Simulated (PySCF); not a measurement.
SMILES CS[SiH](O)O, PBE0/def2-SVP optimised geometry.

```
11

Si    -0.70    -0.29     0.00
O     -1.37    -1.08    -1.29
O      0.96    -0.29     0.00
S     -1.47    -1.38     1.66
C     -0.54    -0.55     3.00
H     -1.04     1.16     0.00
H     -1.38    -0.61    -2.13
H      1.37    -1.16     0.04
H     -0.61    -1.20     3.88
H     -0.97     0.43     3.24
H      0.52    -0.44     2.73
```

Density from PBE0/def2-TZVP run with PySCF 2.14.0 at that geometry.

Minimum of the electron density along straight lines between bonded atoms, close to the bond critical point (lines longer than 1.1 times the sum of covalent radii, or with two minima, are not listed):

```csv
bond,length / Å,ρ at the minimum / e bohr⁻³,∇²ρ there / e bohr⁻⁵,position (fraction from the first atom)
Si1–O2,1.656,0.137,0.79,0.41
Si1–O3,1.662,0.135,0.76,0.41
Si1–S4,2.128,0.105,0.09,0.36
S4–C5,1.826,0.175,-0.27,0.53
Si1–H6,1.486,0.125,0.14,0.49
O2–H7,0.962,0.355,-2.42,0.81
O3–H8,0.964,0.353,-2.40,0.81
C5–H9,1.098,0.275,-0.94,0.65
C5–H10,1.099,0.275,-0.94,0.65
C5–H11,1.098,0.276,-0.94,0.65
```
